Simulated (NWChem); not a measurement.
Molecule: CH$_{3}$FMg; SMILES [CH3][Mg][F]

Computed with NWChem. All runs use the structure optimised with PBE0/def2-SVP. Gas phase, vertical.

PBE/def2-SVPD, TDA puts singlet state 1 at 5.54 eV with oscillator strength 0.272.

Problem. Give the wavelength, the transition dipole and the radiative lifetime of that state in vacuum.

Solution. 
1. λ = 1239.84/5.54 = 224 nm, or 44680 cm⁻¹.
2. f = (2/3) ΔE μ² in atomic units, so μ = √(1.5 f/ΔE) = 1.42 a.u. = 3.60 D.
3. τ = 1.499 s cm⁻² / (f ν²) = 2.8 ns, for a non-degenerate state that emits at the vertical energy.
